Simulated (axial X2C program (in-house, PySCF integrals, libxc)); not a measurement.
**Potential curves of GaSi⁺, two-component**

Computed with an in-house relativistic program for diatomic molecules. Two-component (2c) means X2C with spin–orbit coupling and atomic mean-field two-electron Coulomb and Gaunt terms. Basis: Ga dyall-cv3z [9s9p7d4f1g], Si dyall-v3z [8s7p2d1f] (cores contracted in-house); Gaussian nuclei, density fitting, unrestricted open shells. Masses: Ga 68.926 u, Si 27.977 u.

State: Ω = 1 (⟨Sz⟩ = 1.00, ⟨Lz⟩ = 0.00 at r2SCAN). Energies in cm⁻¹ from the fragments at the same level (Ga+ + Si). Fits are polynomials in 1 − R0/R over 0.85 to 1.23 times the lowest point R0.

| R (Å) | r2SCAN |
| --- | --- |
| 2.1350 | -4396 |
| 2.2331 | -5962 |
| 2.3068 | -6530 |
| 2.3804 | -6731 |
| 2.4540 | -6674 |
| 2.5399 | -6386 |
| 2.6258 | -5953 |
| 2.7362 | -5285 |
| 2.8712 | -4427 |
| 3.0675 | -3311 |

Dissociation energies refer to the lowest single-determinant-based atoms at the same level and basis. Density functionals use the spin component along the axis (collinear). The 2c atoms are single determinants rather than J levels; their spin–orbit lowering is only partly caught, and De is too large by that part. This holds for r2SCAN. The functionals have no current-density term, which raises determinants with orbital currents, atoms included. The state is one determinant with fixed occupations, lowest in a PBE0 search at one distance only: followed along the bond, the spin-free determinant M_S = 1, Λ = 1 reaches 0.29 eV lower at PBE0, so the state shown is not the lowest. With several unpaired electrons one determinant need not be a pure state. Open-shell Ω = 0 determinants with evenly filled partner blocks cannot be reached by this program, so the Ω shown need not be the lowest component. This is the Ω = 1 component of a π² triplet; the 0⁺ component is not one determinant and can lie lowest.

Task: Fit the r2SCAN curve near its minimum: give the equilibrium distance, the harmonic wavenumber and the well depth.

Result: At r2SCAN, 2c: Re = 2.397 Å, ωe ≈ 272 cm⁻¹, De = 0.84 eV to Ga+ + Si; Be follows as 0.147 cm⁻¹.
